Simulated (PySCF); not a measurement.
Magnetic susceptibility: `O=C[Si@H](O)CCl`, C₂H₅ClO₂Si

Cartesian coordinates in Å; atom numbers follow the order of the lines, from 1:
```xyz
11

O    -1.1275    2.2895   -0.8144
C    -1.4199    1.2195   -0.3476
Si   -0.2915   -0.3289   -0.4094
O    -1.0891   -1.3650    0.5440
C     1.4218    0.1249    0.3115
Cl    2.3759   -1.3743    0.5313
H    -2.4040    1.0926    0.1499
H    -0.1138   -0.8244   -1.7710
H    -0.7152   -2.1949    0.8354
H     2.0014    0.7665   -0.3465
H     1.3674    0.5972    1.2907
```

Theory: PySCF, GIAO BP86/6-31G magnetisability, rotational g tensor and spin-rotation constants, non-relativistic, gas phase. Geometry: GFN2-xTB.

Problem. What are the magnetisability and the molar susceptibility?

Solution. Isotropic -942 × 10⁻³⁰ J/T², or -56.7 × 10⁻⁶ cm³/mol; principal values -1061, -1043, -723 × 10⁻³⁰ J/T², anisotropy 329 × 10⁻³⁰ J/T² (root of half the summed squared differences of the principal values). The susceptibility is in cgs units.

Problem. Split it along the inertial axes a, b, c into diamagnetic and paramagnetic parts about the centre of mass, with the quadrupole moment.

Solution. 
```
axis  χ (10⁻⁶ cm³/mol)  diamagnetic (10⁻⁶ cm³/mol)  paramagnetic (10⁻⁶ cm³/mol)  summed x² of all electrons (Å²)  quadrupole Θ (D Å)
   a             -62.3                      -369.3                        307.0                            219.7               -9.42
   b             -45.5                     -1015.3                        969.9                             67.4               +4.13
   c             -62.5                     -1217.9                       1155.5                             19.6               +5.29
```
Anisotropies 2χaa − χbb − χcc = -16.7 and 2χbb − χaa − χcc = +33.9 × 10⁻⁶ cm³/mol. Θ is traceless in Buckingham's convention.

Problem. And the rotational g tensor?

Solution. 
```tsv
axis	rotational constant (GHz)	g	nuclear part	electronic part
a	4.3278	-0.0503	0.5739	-0.6241
b	1.1914	-0.0277	0.5151	-0.5429
c	0.9817	-0.0153	0.5176	-0.5329
```
Asymmetric top; isotopes 12C, 35Cl, 1H, 16O, 28Si; no vibrational averaging.
